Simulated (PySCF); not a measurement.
**Exact mass, isotope pattern and composition**

Species: [MoSCl5]2- (`[S]=[Mo-2]([Cl])([Cl])([Cl])([Cl])[Cl]`) [radical].

All values are calculated from tables of isotopes.

Problem. Molar mass and exact mass?

Solution. For [Cl5MoS]2-, with standard atomic weights, 1 × 95.950 + 1 × 32.060 + 5 × 35.450 = 305.260 g/mol. From the most abundant isotopes (98Mo, 32S, 35Cl), 1 × 97.905408 + 1 × 31.972071 + 5 × 34.968853 = 304.7217 u for neutral atoms; the ion's mass is 304.7228 u once 2 electron masses (0.000549 u) are added.

Problem. Work out the cluster of the ion itself, one line a nominal mass.

Solution. 
| nominal mass | m/z (centroid) | relative intensity |
| --- | --- | --- |
| 299 | 149.3621 | 20.5 |
| 300 | 149.8618 | 0.2 |
| 301 | 150.3608 | 46.6 |
| 302 | 150.8616 | 22.4 |
| 303 | 151.3600 | 66.8 |
| 304 | 151.8606 | 50.0 |
| 305 | 152.3599 | 93.4 |
| 306 | 152.8594 | 46.6 |
| 307 | 153.3596 | 100.0 |
| 308 | 153.8582 | 23.5 |
| 309 | 154.3590 | 68.2 |
| 310 | 154.8570 | 6.9 |
| 311 | 155.3581 | 28.7 |
| 312 | 155.8559 | 1.2 |
| 313 | 156.3571 | 7.4 |
| 314 | 156.8551 | 0.1 |
| 315 | 157.3559 | 1.1 |

Lines under 0.1 % of the tallest are left out. Abundances used (%; other tables differ somewhat): 92Mo 14.84, 94Mo 9.25, 95Mo 15.92, 96Mo 16.68, 97Mo 9.55, 98Mo 24.13, 100Mo 9.63; 32S 94.93, 33S 0.76, 34S 4.29, 36S 0.02; 35Cl 75.78, 37Cl 24.22.

Problem. Count the protons, neutrons and electrons of the monoisotopic species, and give its exact less its nominal mass.

Solution. 143 protons, 162 neutrons and 145 electrons; 304.7217 − 305 = -0.2783 u, electron masses as for neutral atoms.

Problem. What share of all these ions is the monoisotopic species?

Solution. 0.2413 × 0.9493 × 0.7578^5 = 5.72 %.

Problem. What is the composition by mass?

Solution. Mo 31.43 %, S 10.50 %, Cl 58.07 %.

Problem. What resolving power m/Δm just matches the spacing of the species with one 37Cl and with one 100Mo?

Solution. They lie 0.00502 u apart at mass 306.72, so m/Δm is about 61000.
